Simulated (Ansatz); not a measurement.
`[SiH2]1[GeH2][GeH2][GeH2][GeH2]1`, 15 atoms. Total charge 0; spin multiplicity 1. Correlated methods include outer-core shells of Ge, which these sets cover unevenly. Scalar relativity is left out up to krypton. All runs use 6 threads of an AMD EPYC 7R13 on a shared host and a share of an NVIDIA H100 80 GB. Correlated methods freeze the cores. Open-shell runs search over several starts.

(1) How many basis functions does each run have, and how long does it take in Ansatz? RKS PBE0-D4/def2-TZVP frequencies; UKS PBE-D4/def2-TZVPP energy of the cation; RKS B3LYP-D4/def2-TZVPP energy and forces; RKS PBE-QIDH (frozen core)/def2-TZVPP energy; UKS PBE0-D4/def2-TZVPP energy of the cation; RHF-CCSD(T)/def2-SVP energy; UHF-CCSD(T)/def2-TZVPP energy of the cation; RKS ωB97M-V/def2-QZVPP energy; RKS PBE0-D4/def2-QZVPP energy; RHF-CCSD(T)/def2-TZVPP energy; RKS PBE0-D4/def2-SVP energy; RKS r2SCAN0-D4/def2-TZVPP energy. (An estimate is asked.)

Answers

(1) The calculation gave: Other jobs shared the machine, so times are rough.

| level | job | functions | wall time | peak host memory (GiB) |
| --- | --- | --- | --- | --- |
| RKS PBE0-D4/def2-SVP | energy | 196 | 1.3 s | 0.86 |
| RKS r2SCAN0-D4/def2-TZVPP | energy | 374 | 2.8 s | 0.92 |
| RKS PBE0-D4/def2-QZVPP | energy | 726 | 3.3 s | 1.3 |
| RKS PBE-QIDH (frozen core)/def2-TZVPP | energy | 374 | 3.3 s | 1.7 |
| RKS B3LYP-D4/def2-TZVPP | energy and forces | 374 | 3.8 s | 1.1 |
| RHF-CCSD(T)/def2-SVP | energy | 196 | 4 s | 0.84 |
| RKS ωB97M-V/def2-QZVPP | energy | 726 | 5.5 s | 1.5 |
| UKS PBE-D4/def2-TZVPP | energy of the cation | 374 | 8 s | 1.1 |
| UKS PBE0-D4/def2-TZVPP | energy of the cation | 374 | 15 s | 1.1 |
| RHF-CCSD(T)/def2-TZVPP | energy | 374 | 20 s | 0.89 |
| UHF-CCSD(T)/def2-TZVPP | energy of the cation | 374 | 120 s | 1.9 |
| RKS PBE0-D4/def2-TZVP | frequencies | 289 | 120 s | 1.2 |

B3LYP here is the variant with VWN-RPA as its local correlation; programs differ in this.
